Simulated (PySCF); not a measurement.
Input for PySCF:
```python
from pyscf import gto, scf, dft

mol = gto.M(
    atom='''
Sb    0.00098420    0.04681111    0.00217340
H    -1.20948095   -1.16980988   -0.03328061
H     1.15928692   -1.21755688   -0.07756283
''',
    basis='def2-sv(p)',
    ecp={'Sb': 'def2-sv(p)'},
    spin=1,
    verbose=4,
)

mf = dft.UKS(mol)
mf.xc = 'm062x'
mf = mf.density_fit(auxbasis='def2-universal-jkfit')
mf.kernel()
mf.analyze()
```

Task: What does this run give for the total energy, nuclear repulsion energy?

Result: 
```
Property                        Result
------------------------  ------------
total energy              -241.3191 Eh
nuclear repulsion energy    14.4039 Eh
```

These values belong to the state on which the SCF converged, which isn't shown to be the lowest.
